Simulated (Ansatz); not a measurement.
Stepwise reaction of `O[Si@@H](F)N[Si@@H](O)F` with hydrogen chloride, as a gas-phase model of exchange steps in deposition or etching. ΔE in kJ/mol.

Program: Ansatz. Geometries: PBE0-D4/def2-TZVP. ΔE: electronic, gas phase. CCSD(T)/CBS adds triple-zeta CCSD(T) − MP2 to the extrapolated MP2 energy (def2 sets, frozen cores). This one scheme is used for every species. Functionals use def2-TZVPP. B3LYP here is the variant with VWN-RPA as its local correlation; programs differ in this. One conformer a species, not always the lowest.

```json
{"step": "1", "reaction": "`O[Si@@H](F)N[Si@@H](O)F` + HCl → `O[Si@H](F)N[Si@H](O)Cl` + H–F", "PBE-D4": "37.5", "B3LYP-D4": "47.3", "ωB97M-V": "47.1", "CCSD(T)/CBS": "44.8"}
{"step": "2", "reaction": "`O[Si@H](F)N[Si@H](O)Cl` + HCl → `O[Si@@H](Cl)N[Si@@H](O)Cl` + H–F", "PBE-D4": "45.7", "B3LYP-D4": "55.5", "ωB97M-V": "53.8", "CCSD(T)/CBS": "51.6"}
```

(1) By hand: ΔE of the 2 steps together at CCSD(T)/CBS.

## Answers

(1) (44.8) + (51.6) = 96.4 kJ/mol, or 48.2 kJ/mol a step.

In ΔE each step is higher than the one before. All are uphill at CCSD(T)/CBS. PBE-D4 differs from CCSD(T)/CBS by -7.3 to -5.9 kJ/mol a step. Isolated molecules leave out the surface, adducts and barriers. Largest T1 diagnostic: 0.012.
